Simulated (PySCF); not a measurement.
## A geometry optimisation of Cl2H3Si2+ with PBE0-D3(BJ)/def2-SVP

The starting geometry of this gas-phase singlet was optimised with GFN2-xTB; its bonds are those of `Cl[SiH+][SiH2]Cl`.

```yaml
atoms:
  - { symbol: Cl, position_ang: [1.2446, -0.9882, -0.2431] }
  - { symbol: Cl, position_ang: [-1.5999, 2.4306, 2.6353] }
  - { symbol: Si, position_ang: [-0.0425, -0.4554, 1.1317] }
  - { symbol: Si, position_ang: [-1.3580, 1.5444, 0.8795] }
  - { symbol: H, position_ang: [-0.0114, -1.4313, 2.2233] }
  - { symbol: H, position_ang: [-2.6003, 1.0628, 0.2755] }
  - { symbol: H, position_ang: [-0.5655, 2.3370, -0.0653] }
```

Q: Predict what it relaxes into with PBE0-D3(BJ)/def2-SVP.

A: A new bond forms, giving a structure with Cl2 bridging Si3 and Si4, given below by its coordinates. Distances that change by over a tenth: Cl2–Si4 (1.98 → 2.25 Å). Contacts that close: Cl2–Si3 (3.61 → 2.28 Å).

The energy falls by 0.39 eV over 33 steps:

```
step  E − E(last) (eV)
   1             0.388
   5             0.282
   8             0.280
  12             0.279
  15             0.275
  19             0.239
  22             0.160
  26             0.035
  29             0.001
  33             0.000
```

Final geometry (Å):

```json
{"atom": "Cl", "x (Å)": "1.7336", "y (Å)": "-0.4818", "z (Å)": "0.5555"}
{"atom": "Cl", "x (Å)": "-0.4807", "y (Å)": "1.5287", "z (Å)": "2.4007"}
{"atom": "Si", "x (Å)": "-0.1657", "y (Å)": "-0.3683", "z (Å)": "1.1749"}
{"atom": "Si", "x (Å)": "-1.4984", "y (Å)": "1.3128", "z (Å)": "0.4103"}
{"atom": "H", "x (Å)": "-0.6373", "y (Å)": "-1.4703", "z (Å)": "2.0380"}
{"atom": "H", "x (Å)": "-2.9554", "y (Å)": "1.2916", "z (Å)": "0.6664"}
{"atom": "H", "x (Å)": "-0.9170", "y (Å)": "2.3337", "z (Å)": "-0.4886"}
```

The end wasn't checked by frequencies. Run with PySCF 2.14.0, 2.9 min on 2 threads of Arm Neoverse V1 (shared host).
